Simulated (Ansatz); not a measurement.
Gas-phase electronic energies from Ansatz, PBE0-D4/def2-TZVP geometries. CCSD(T)/CBS is the MP2 limit (def2-TZVPP, def2-QZVPP) plus CCSD(T) − MP2 in def2-TZVPP, frozen cores. This one scheme is used for every species. DFT in def2-TZVPP. One conformer a species, not always the lowest.

`C[SiH](C)[AlH2]` + `BN` → `BN[SiH](C)C` + `[AlH3]`  (cleavage of the Si–Al bond)

```tsv
species	CAM-B3LYP-D4 energy (Eh)
`C[SiH](C)[AlH2]`	-613.55730
`BN`	-82.03088
`BN[SiH](C)C`	-451.40410
`[AlH3]`	-244.20695
```

Problem. Work out ΔE.

Solution. ΔE = (-451.40410) + (-244.20695) − (-613.55730) − (-82.03088) = -0.02287 Eh = -60.0 kJ/mol. CCSD(T)/CBS gives -56.3 kJ/mol.

Largest T1 diagnostic among the species: 0.012.

At CCSD(T), def2-SVP lies +6.8 kJ/mol from the extrapolated value and def2-TZVPP +0.8 kJ/mol. In def2-TZVPP, CCSD(T) changes the Hartree–Fock value by +11.3 kJ/mol (the triples alone add +1.3 kJ/mol) and MP2 by +3.2 kJ/mol.
